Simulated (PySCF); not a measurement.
## BeSb: energy against distance

Set-up: PySCF, spin-free X2C with a Gaussian nucleus, basis sets Be x2c-SVPall, Sb x2c-SVPall. Energies in eV from Be + Sb in their ground configurations at the same level. State: ⁴Σ⁻ (quartet), unpaired electrons σ ↑, π ↑↑.

All columns are PBE0. A positive dipole means Be(−)Sb(+).

| R (Å) | E (eV) | μ (D) | Mulliken charge on Be (basis-dependent) | HOMO (eV) | LUMO (eV) | Mayer bond order | ⟨S²⟩ |
| --- | --- | --- | --- | --- | --- | --- | --- |
| 2.071 | -0.670 | 0.92 | 0.01 | -5.12 | -3.69 | 1.39 | 3.75 |
| 2.167 | -0.985 | 0.75 | 0.05 | -5.19 | -3.54 | 1.33 | 3.75 |
| 2.264 | -1.159 | 0.57 | 0.08 | -5.26 | -3.40 | 1.28 | 3.75 |
| 2.336 | -1.221 | 0.44 | 0.09 | -5.30 | -3.31 | 1.24 | 3.75 |
| 2.408 | -1.238 | 0.31 | 0.10 | -5.35 | -3.21 | 1.20 | 3.76 |
| 2.480 | -1.221 | 0.19 | 0.10 | -5.39 | -3.13 | 1.16 | 3.76 |
| 2.577 | -1.161 | 0.05 | 0.10 | -5.43 | -3.03 | 1.11 | 3.76 |
| 2.697 | -1.048 | -0.09 | 0.09 | -5.49 | -2.91 | 1.04 | 3.77 |
| 2.841 | -0.885 | -0.20 | 0.08 | -5.54 | -2.80 | 0.94 | 3.78 |
| 3.034 | -0.666 | -0.25 | 0.06 | -5.61 | -2.69 | 0.78 | 3.79 |

A fit through these points gives, at Re = 2.405 Å, μ = 0.31 D and dμ/dR = -1.72 D/Å; the reduced mass is 8.387 u.

Problem. How strong is the fundamental in the double-harmonic approximation, I = 42.26·(dμ/dR)²/μred km/mol?

Solution. I = 42.26·(-1.72)²/8.387 = 14.9 km/mol at PBE0.

Spin–orbit coupling is left out, which matters for elements this heavy, above all for dissociation energies. The state was picked by a PBE0 search and need not be the measured ground state.
